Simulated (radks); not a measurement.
Problem. These are the eigenvalues of the occupied orbitals of an atom or ion with whole-number occupations (hartree). Calculated with a radial shooting solver on a logarithmic mesh with Libxc functionals: Dirac Kohn-Sham, BLYP, spin-unpolarised, spherical densities, finite nucleus; Fermi nuclear charge, rms radius of each element as measured or else 0.836 A^(1/3) + 0.57 fm.

orbital  eigenvalue
1s1/2     -974.6397
2s1/2     -144.9318
2p1/2     -134.9634
2p3/2     -127.8868
3s1/2     -27.26448
3p1/2     -23.26863
3p3/2     -22.00518
3d3/2     -14.92805
3d5/2     -14.67127
4s1/2      -4.20937
4p1/2      -2.92780
4p3/2      -2.71278
4d3/2      -0.76440
4d5/2      -0.73844
5s1/2      -0.48371

Which element is it, and in what charge state? The configuration may be excited. Open shells, if any, fill j = l - 1/2 first.

Solution. Z = 48, cadmium, charge +1: Cd+ in [Kr] 4d10 5s1. The list shows which subshells hold electrons but not how many an open one holds; the 1s level, -974.64 hartree, gives Z - s = 44.2 by -(Z - s)^2/2, which with screening and relativity narrows Z to a few neighbours, and the depths of the outer levels then fix element, charge and occupations together.
